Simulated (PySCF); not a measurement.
## Computed spin Hamiltonian

C₄H₅F₂OS (doublet state).
SMILES with atom numbers: `[F:1][CH:2]([F:3])[O:4][C:5]1[CH2:6][CH2:7][S:8]1` (hydrogens: H9 on C2; H10, H11 on C6; H12, H13 on C7)

Geometry (GFN2-xTB, Å), atoms numbered from 1 in this order:
```xyz
13
C4H5F2OS angstrom
F      2.9167   -2.0072    0.0231
C      2.2440   -0.8582    0.1576
F      2.8840   -0.1563    1.1242
O      0.9731   -1.1467    0.5110
C      0.0503   -0.1441    0.2946
C     -1.4149   -0.3931    0.4708
C     -1.7995    0.5981   -0.6293
S     -0.0644    0.7856   -1.1993
H      2.3228   -0.2769   -0.7825
H     -1.7891   -0.1456    1.4659
H     -1.7089   -1.4210    0.2422
H     -2.1918    1.5475   -0.2756
H     -2.4267    0.1975   -1.4204
```

The hyperfine couplings belong to this conformer and change with its torsions.

Theory: PySCF, UKS B3LYP, pcH-1 on C F H O S, non-relativistic, mean-field spin-orbit, GIAO. One conformer (not necessarily the lowest) at the GFN2-xTB geometry, without solvent, vibrations or thermal averaging. The geometry wasn't refined by DFT: couplings that depend on bond lengths, twists or pyramidal angles can differ widely from those at the functional's own minimum. The SCF solution wasn't tested for stability.

```json
{
  "g1, g2, g3": "2.00169, 2.00311, 2.00908",
  "g_iso": "2.00463",
  "Form of g": "rhombic: the two nearest values differ by 19 % of g3 − g1",
  "⟨S²⟩": "0.7540 (exact 0.7500)",
  "α and β electrons": "36, 35",
  "Total energy": "-828.48042 Eh"
}
```

Isotropic coupling and dipolar principal values T1 to T3, in MHz; ρ(0) is the spin density at the nucleus:

```json
{"atom": "F1", "isotope": "19F", "a_iso": "9.6", "of which spin–orbit": "0.0", "T1": "-5.0", "T2": "-3.3", "T3": "8.3", "Mulliken spin population": "0.00", "ρ(0) (bohr⁻³)": "0.0023"}
{"atom": "C2", "isotope": "13C", "a_iso": "3.8", "of which spin–orbit": "0.0", "T1": "-1.6", "T2": "-1.1", "T3": "2.8", "Mulliken spin population": "0.00", "ρ(0) (bohr⁻³)": "0.0034"}
{"atom": "F3", "isotope": "19F", "a_iso": "8.7", "of which spin–orbit": "0.1", "T1": "-11.4", "T2": "-8.2", "T3": "19.6", "Mulliken spin population": "0.00", "ρ(0) (bohr⁻³)": "0.0021"}
{"atom": "O4", "isotope": "17O", "a_iso": "-13.8", "of which spin–orbit": "-0.1", "T1": "-39.6", "T2": "19.0", "T3": "20.6", "Mulliken spin population": "0.06", "ρ(0) (bohr⁻³)": "0.0225"}
{"atom": "C5", "isotope": "13C", "a_iso": "290.8", "of which spin–orbit": "0.3", "T1": "-71.6", "T2": "-67.7", "T3": "139.3", "Mulliken spin population": "0.76", "ρ(0) (bohr⁻³)": "0.2584"}
{"atom": "C6", "isotope": "13C", "a_iso": "-6.0", "of which spin–orbit": "0.0", "T1": "-3.6", "T2": "-1.3", "T3": "4.9", "Mulliken spin population": "-0.04", "ρ(0) (bohr⁻³)": "-0.0053"}
{"atom": "C7", "isotope": "13C", "a_iso": "-1.2", "of which spin–orbit": "0.1", "T1": "-1.7", "T2": "-0.7", "T3": "2.5", "Mulliken spin population": "0.00", "ρ(0) (bohr⁻³)": "-0.0011"}
{"atom": "S8", "isotope": "33S", "a_iso": "14.0", "of which spin–orbit": "-0.3", "T1": "-23.4", "T2": "-17.2", "T3": "40.6", "Mulliken spin population": "0.15", "ρ(0) (bohr⁻³)": "0.0416"}
{"atom": "H9", "isotope": "1H", "a_iso": "1.9", "of which spin–orbit": "0.0", "T1": "-3.6", "T2": "-2.8", "T3": "6.4", "Mulliken spin population": "0.00", "ρ(0) (bohr⁻³)": "0.0004"}
{"atom": "H10", "isotope": "1H", "a_iso": "63.9", "of which spin–orbit": "0.0", "T1": "-5.7", "T2": "-4.4", "T3": "10.0", "Mulliken spin population": "0.02", "ρ(0) (bohr⁻³)": "0.0143"}
{"atom": "H11", "isotope": "1H", "a_iso": "67.5", "of which spin–orbit": "0.0", "T1": "-4.1", "T2": "-2.4", "T3": "6.5", "Mulliken spin population": "0.04", "ρ(0) (bohr⁻³)": "0.0151"}
{"atom": "H12", "isotope": "1H", "a_iso": "-0.9", "of which spin–orbit": "0.0", "T1": "-2.7", "T2": "-2.1", "T3": "4.8", "Mulliken spin population": "0.00", "ρ(0) (bohr⁻³)": "-0.0002"}
{"atom": "H13", "isotope": "1H", "a_iso": "8.9", "of which spin–orbit": "0.0", "T1": "-2.2", "T2": "-1.6", "T3": "3.8", "Mulliken spin population": "0.00", "ρ(0) (bohr⁻³)": "0.0020"}
```

The Mulliken spin populations are largest on C5 (+0.76), S8 (+0.15) and O4 (+0.06). The angles at C5 add up to 342.2°, so it is pyramidal.

Under fast tumbling the dipolar parts average out, and these isotropic splittings remain: 2 × 1H (H10/H11, I = 1/2, 3 lines) with 2.34 mT, 2 × 19F (F1/F3, I = 1/2, 3 lines) with 0.33 mT, 2 × 1H (H12/H13, I = 1/2, 3 lines) with 0.14 mT and 1 × 1H (H9, I = 1/2, 2 lines) with 0.07 mT.

Class means assume fast exchange of nuclei equivalent by connectivity; if that motion is slow, each nucleus keeps its own coupling. The 1H value of +4.0 MHz is a mean of couplings from -0.9 to 8.9 MHz in this one geometry, not an average over conformers.

The 17O coupling of O4 (-13.8 MHz) shows only in satellite lines or after enrichment, since that isotope makes up about 0.038 % of natural oxygen.

The 33S coupling of S8 (14.0 MHz) shows only in satellite lines or after enrichment, since that isotope makes up about 0.76 % of natural sulfur.

β density exceeds α density at some nuclei, such as C6 (-0.0053) and C7 (-0.0011), spin density in bohr⁻³. In a single determinant that takes different orbitals for the two spins, that is spin polarisation.
